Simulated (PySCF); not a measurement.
CH₃Cl₂NSi₂.

```xyz
9

Cl     1.4261    -0.1192     1.6782
Si     0.2299     0.0200     0.0000
Cl     1.4261    -0.1192    -1.6782
N     -0.7369     1.5349     0.0000
C     -1.9423     1.0729     0.0000
Si    -1.9351    -0.8676     0.0000
H     -2.7985     1.7749     0.0000
H     -2.5013    -1.5188    -1.2175
H     -2.5013    -1.5188     1.2175
```
Charge 0, spin multiplicity 1.

Geometry optimised at B3LYP-D3(BJ)/def2-SVP. The structure was generated by enumeration, and PubChem lists no compound with its InChIKey, so it may never have been made.

Level of theory: B3LYP/pcSseg-1 (PySCF). Non-relativistic, no solvent.

Computed absolute GIAO shielding of each atom: isotropic value and principal components (ppm):
| atom | σ(iso) | σ11 | σ22 | σ33 | span |
|---|---|---|---|---|---|
| Cl1 | 794.3 | 672.2 | 752.9 | 957.8 | 285.6 |
| Si2 | 304.5 | 276.7 | 313.2 | 323.5 | 46.8 |
| Cl3 | 794.3 | 672.2 | 752.9 | 957.8 | 285.6 |
| N4 | -320.2 | -827.3 | -253.8 | 120.5 | 947.8 |
| C5 | -38.3 | -168.3 | -67.7 | 121.0 | 289.3 |
| Si6 | 334.1 | 183.2 | 344.0 | 475.1 | 291.9 |
| H7 | 21.0 | 16.6 | 22.4 | 24.2 | 7.6 |
| H8 | 25.9 | 22.8 | 25.0 | 30.0 | 7.1 |
| H9 | 25.9 | 22.8 | 25.0 | 30.0 | 7.1 |
